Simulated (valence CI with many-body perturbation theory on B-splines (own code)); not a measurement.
**Au³⁹⁺: E2, M1 decay**

Computed by configuration interaction combined with many-body perturbation theory (CI+MBPT): four valence electrons over a frozen Dirac-Fock core [Kr], a basis of 7 s, 7 p, 8 d, 6 f, 4 g, 1 h functions for each j, with the one-electron correlation potential Σ1, the two-electron term Σ2, the three-electron term Σ3, Breit, model QED; selected CI, second order for the rest, scaled by the run's own slope (own B-spline code, finite nucleus).

No measured spectrum was set against this ion. As an estimate, large intervals hold to a few tenths of a per cent, small ones and those within an open d or f shell to about a per cent. The list stops below the first excitations out of the core.

Lines 51 to 100 of 117 in falling wavelength, among levels below 140.99 eV, chosen from the decays that carry over 1 % of a level's rate. Wavelengths and rates use the calculated energies. Electric multipoles are in the length gauge, E1 and E2 with the static RPA response of the core. Weak lines are less certain than strong ones. Lines between different terms over intervals too small for the method are left out, as are lines whose strength nearly cancels. The highest levels of a list are the least certain. Branching is blank where the lifetime is uncertain.

Levels are named by their leading jj configuration (3d3/2^4 stands for four electrons in 3d with j = 3/2), which in mixed levels can hold well under half, so a name can repeat and another be missing. Letters in brackets count levels of one name in rising energy.

```tsv
λ vac (nm)	Upper	Lower	Type	A (s⁻¹)	Branch %
47.96	(4d3/2^2 4d5/2^2) J=6	(4d3/2^3 4d5/2) J=4	E2	1.67e+01	54.2
47.95	(4d3/2 4d5/2^3) J=3 [a]	(4d3/2^2 4d5/2^2) J=3 [a]	M1	1.28e+05	35.6
47.70	(4d3/2 4d5/2^3) J=4 [a]	(4d3/2^2 4d5/2^2) J=4 [a]	M1	2.25e+05	70.4
47.58	(4d3/2 4d5/2^3) J=4 [b]	(4d3/2^2 4d5/2^2) J=4 [c]	M1	5.62e+04	25.5
47.50	(4d3/2^2 4d5/2^2) J=2 [a]	(4d3/2^3 4d5/2) J=1	M1	2.06e+05	82.3
47.31	(4d3/2^2 4d5/2^2) J=2 [b]	(4d3/2^3 4d5/2) J=3	M1	7.00e+02	1.6
46.67	(4d3/2 4d5/2^3) J=5	(4d3/2^2 4d5/2^2) J=5	M1	4.88e+04	27.7
46.56	(4d3/2 4d5/2^3) J=2 [a]	(4d3/2^2 4d5/2^2) J=3 [b]	M1	8.64e+04	29.3
46.52	(4d3/2 4d5/2^3) J=3 [b]	(4d3/2^2 4d5/2^2) J=2 [b]	M1	3.80e+04	17.5
46.41	(4d5/2^4) J=4	(4d3/2 4d5/2^3) J=5	M1	5.82e+04	12.3
46.37	(4d5/2^4) J=2	(4d3/2 4d5/2^3) J=3 [b]	M1	3.66e+04	7.5
46.27	(4d3/2^2 4d5/2^2) J=3 [b]	(4d3/2^3 4d5/2) J=2	M1	3.32e+03	3.3
45.75	(4d3/2 4d5/2^3) J=6	(4d3/2^2 4d5/2^2) J=5	M1	8.23e+04	54.5
45.65	(4d3/2 4d5/2^3) J=3 [b]	(4d3/2^2 4d5/2^2) J=4 [b]	M1	2.84e+04	13.1
45.58	(4d3/2 4d5/2^3) J=1 [b]	(4d3/2^2 4d5/2^2) J=2 [c]	M1	7.76e+04	29.4
45.42	(4d3/2 4d5/2^3) J=3 [c]	(4d3/2^2 4d5/2^2) J=2 [c]	M1	5.51e+04	30.4
45.15	(4d3/2 4d5/2^3) J=3 [a]	(4d3/2^2 4d5/2^2) J=2 [a]	M1	2.04e+05	56.7
45.13	(4d3/2^2 4d5/2^2) J=3 [b]	(4d3/2^3 4d5/2) J=4	M1	7.70e+04	77.2
45.06	(4d3/2 4d5/2^3) J=3 [b]	(4d3/2^2 4d5/2^2) J=3 [b]	M1	8.29e+04	38.2
44.89	(4d5/2^4) J=2	(4d3/2 4d5/2^3) J=2 [a]	M1	1.25e+05	25.7
44.82	(4d3/2^2 4d5/2^2) J=2 [b]	(4d3/2^3 4d5/2) J=2	M1	3.50e+04	78.2
44.56	(4d3/2^2 4d5/2^2) J=4 [b]	(4d3/2^3 4d5/2) J=4	M1	8.34e+02	2.7
44.26	(4d3/2^3 4d5/2) J=2	(4d3/2^4) J=0	E2	1.00e+02	4.8
43.90	(4d3/2 4d5/2^3) J=2 [a]	(4d3/2^2 4d5/2^2) J=1	M1	3.72e+04	12.6
42.54	(4d3/2 4d5/2^3) J=5	(4d3/2^2 4d5/2^2) J=4 [a]	M1	2.93e+04	16.6
42.34	(4d3/2 4d5/2^3) J=2 [b]	(4d3/2^2 4d5/2^2) J=2 [c]	M1	8.42e+04	43.8
42.06	(4d5/2^4) J=4	(4d3/2 4d5/2^3) J=3 [a]	M1	1.50e+05	31.6
41.97	(4d3/2 4d5/2^3) J=1 [a]	(4d3/2^2 4d5/2^2) J=2 [a]	M1	1.82e+05	39.9
41.51	(4d5/2^4) J=4	(4d3/2 4d5/2^3) J=4 [a]	M1	2.36e+05	49.7
41.44	(4d3/2 4d5/2^3) J=1 [a]	(4d3/2^2 4d5/2^2) J=0 [a]	M1	1.67e+05	36.7
39.47	(4d5/2^4) J=0	(4d3/2 4d5/2^3) J=1 [b]	M1	4.30e+05	69.2
39.39	(4d3/2^2 4d5/2^2) J=2 [c]	(4d3/2^3 4d5/2) J=3	M1	1.48e+05	74.3
39.31	(4d5/2^4) J=2	(4d3/2 4d5/2^3) J=1 [a]	M1	1.73e+05	35.5
38.92	(4d3/2 4d5/2^3) J=2 [a]	(4d3/2^2 4d5/2^2) J=3 [a]	M1	7.97e+04	27.1
38.28	(4d3/2 4d5/2^3) J=0	(4d3/2^2 4d5/2^2) J=1	M1	1.55e+05	95.6
38.19	(4d3/2 4d5/2^3) J=1 [b]	(4d3/2^2 4d5/2^2) J=2 [b]	M1	5.72e+03	2.2
37.87	(4d3/2 4d5/2^3) J=3 [b]	(4d3/2^2 4d5/2^2) J=3 [a]	M1	2.38e+04	11.0
37.65	(4d3/2^2 4d5/2^2) J=2 [c]	(4d3/2^3 4d5/2) J=2	M1	4.81e+04	24.1
37.48	(4d3/2 4d5/2^3) J=3 [c]	(4d3/2^2 4d5/2^2) J=4 [b]	M1	9.02e+03	5.0
37.27	(4d3/2 4d5/2^3) J=3 [b]	(4d3/2^2 4d5/2^2) J=4 [a]	M1	2.76e+04	12.7
37.16	(4d3/2^2 4d5/2^2) J=4 [c]	(4d3/2^3 4d5/2) J=3	M1	5.08e+04	
36.88	(4d5/2^4) J=2	(4d3/2 4d5/2^3) J=3 [a]	M1	1.25e+05	25.6
36.68	(4d3/2^2 4d5/2^2) J=2 [b]	(4d3/2^3 4d5/2) J=1	M1	7.45e+03	16.7
36.38	(4d3/2 4d5/2^3) J=4 [b]	(4d3/2^2 4d5/2^2) J=3 [b]	M1	5.95e+04	27.1
36.10	(4d3/2 4d5/2^3) J=3 [b]	(4d3/2^2 4d5/2^2) J=2 [a]	M1	5.41e+03	2.5
35.88	(4d3/2 4d5/2^3) J=2 [b]	(4d3/2^2 4d5/2^2) J=2 [b]	M1	6.12e+03	3.2
35.48	(4d3/2 4d5/2^3) J=1 [b]	(4d3/2^2 4d5/2^2) J=1	M1	4.05e+04	15.4
35.00	(4d3/2 4d5/2^3) J=2 [b]	(4d3/2^2 4d5/2^2) J=3 [b]	M1	1.92e+04	10.0
33.48	(4d3/2 4d5/2^3) J=2 [b]	(4d3/2^2 4d5/2^2) J=1	M1	3.80e+04	19.8
33.28	(4d3/2 4d5/2^3) J=4 [b]	(4d3/2^2 4d5/2^2) J=5	M1	7.61e+04	34.6
```
